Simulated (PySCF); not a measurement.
Ionising SiPb

UHF-SCS-MP2; PySCF, scalar-relativistic core potentials, basis sets Si def2-SVP, Pb def2-SVP with ECP60. Neutral (UHF): triplet (π ↑↑), Re = 2.592 Å, ωe = 324 cm⁻¹, De = 1.79 eV.

SiPb⁺ (UHF): quartet (σ ↑, π ↑↑), Re = 2.598 Å, ωe = 312 cm⁻¹. The energies at the minima are -480.75187 hartree for SiPb and -480.50259 for SiPb⁺.

Work out the adiabatic ionisation energy, without and with harmonic zero-point energies (1 hartree = 27.2114 eV, 1 eV = 8065.5 cm⁻¹), and the change of the bond length.

At UHF-SCS-MP2: 0.24928 hartree = 6.783 eV between the minima; the zero-point term (312.0 − 324.0)/2 cm⁻¹ = -0.001 eV makes it 6.783 eV. Re changes by +0.6 pm against the neutral. The electron leaves a σ orbital, and the small change of length marks it as nearly non-bonding.

Correlated steps freeze 9 core orbitals. Correlated levels converge slowly with the basis: in double zeta they bind strong bonds too weakly, by up to about 1 eV, and carry superposition errors of some tenths. These are scalar-relativistic numbers at best; spin–orbit coupling would shift them, the dissociation energy most. States were picked by a PBE0 search and need not be the measured ground states.
